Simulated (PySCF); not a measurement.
Two species compared at the same levels of theory.

First species: C2H7ClS3Si2.
Structure used (GFN2-xTB), in Å, numbered top down from 1:
```xyz
15
C2H7ClS3Si2 angstrom
C     -3.6398    0.8772   -0.4151
C     -2.3100    0.3182   -0.0528
S     -2.0777   -0.5782    1.2912
S     -1.0332    0.7150   -1.1588
Si     0.6478   -0.2636   -0.1727
Cl     0.5124   -2.2546   -0.3123
S      2.2960    0.4984   -1.2975
Si     3.9639   -0.5229   -0.3888
H     -4.4058    0.4883    0.2510
H     -3.8854    0.6341   -1.4481
H     -3.6121    1.9646   -0.3348
H      0.7248    0.2396    1.1822
H      3.8946   -0.2597    1.0423
H      5.1003    0.0952   -1.0447
H      3.8194   -1.9436   -0.6685
```

Second species: C6H7NO.
Atom-mapped SMILES: `[CH2:1]=[C:2]=[C:3]=[CH:4][CH2:5][C:6]([NH2:7])=[O:8]` (hydrogens: H9, H10 on C1; H11 on C4; H12, H13 on C5; H14, H15 on N7)

Levels: PBE0/pcSseg-1 for dipole moment, HOMO energy, LUMO energy and HOMO–LUMO gap; GFN2-xTB for rotational constant A and rotational constant C. Geometries: GFN2-xTB. Each species is one conformer at its optimised geometry, gas phase, non-relativistic unless stated. Electronic properties by PySCF.

Dipoles, sizes and rotational constants follow the conformer. The torsions of the flexible species, by atom-mapped SMILES:
- `[CH3:1][C:2](=[S:3])[S:4][Si@@H:5]([Cl:6])[S:7][SiH3:8]`: C1–C2–S4–Si5 179°, C2–S4–Si5–Cl6 71°, S4–Si5–S7–Si8 -178°
- `[CH2:1]=[C:2]=[C:3]=[CH:4][CH2:5][C:6]([NH2:7])=[O:8]`: C3–C4–C5–C6 -92°, C4–C5–C6–N7 61°, H–N7–C6–C5 -8°, H–N7–C6–C5 -177°

| property | column X | column Y |
| --- | --- | --- |
| dipole moment | 0.77 D | 3.55 D |
| HOMO energy | -6.77 eV | -6.89 eV |
| LUMO energy | -2.27 eV | -1.87 eV |
| HOMO–LUMO gap | 4.50 eV | 5.02 eV |
| rotational constant A | 1.520 GHz | 5.563 GHz |
| rotational constant C | 0.359 GHz | 0.863 GHz |

Q: Which column belongs to which species?

A: Column X is the first species and column Y the second. The first has 15 atoms and 112 electrons, the second 15 and 58.

Q: How does each property change from the first species to the second?

A: dipole moment +2.78 D; HOMO energy -0.12 eV; LUMO energy +0.40 eV; HOMO–LUMO gap +0.52 eV; rotational constant A +4.043 GHz; rotational constant C +0.504 GHz.

On the first: In atomic units the dipole is 0.30 e·bohr (1 au = 2.5417 D).

On the second: A dipole of 3.55 D is allowed in C1, and pure rotational transitions are dipole-allowed. The dipole matches unit charges of opposite sign 0.74 Å apart (1 e·Å = 4.8032 D).
